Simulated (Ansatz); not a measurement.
The cluster Mg3O2. Total charge 0; singlet. Geometry PBE-D4/def2-SVP, basis def2-TZVP, Ansatz.

Cartesian coordinates in Å:
```
Mg 0.711 1.155 -1.348
Mg 0.865 0.794 1.509
Mg -0.839 -1.038 -0.086
O -0.460 -0.242 -1.719
O -0.277 -0.669 1.643
```

| run | HOMO (eV) | LUMO (eV) |
| --- | --- | --- |
| A | -6.86 | -0.94 |
| B | -4.55 | -2.64 |
| C | -5.23 | -2.25 |
| D | -4.50 | -2.86 |

The structure comes from a short search, and lower isomers may exist.

Question: The runs used PBE, PBE0, r2SCAN, ωB97M-V. Estimate which is which.

Answer: A ωB97M-V (range-separated); B r2SCAN (0 % exact exchange); C PBE0 (25 % exact exchange); D PBE (0 % exact exchange). Exact exchange lowers occupied and raises empty levels; among semilocal functionals meta-GGAs tend to open the gap a little, and such runs are hard to tell apart. The gap grows from 1.64 eV (PBE) to 5.93 eV (ωB97M-V). The restricted singlet is unstable towards broken spin symmetry in Hartree–Fock (as tested in another run); at ωB97M-V/def2-TZVP, r2SCAN-D4/def2-TZVP, PBE0-D4/def2-TZVP, PBE-D4/def2-TZVP this wasn't settled.
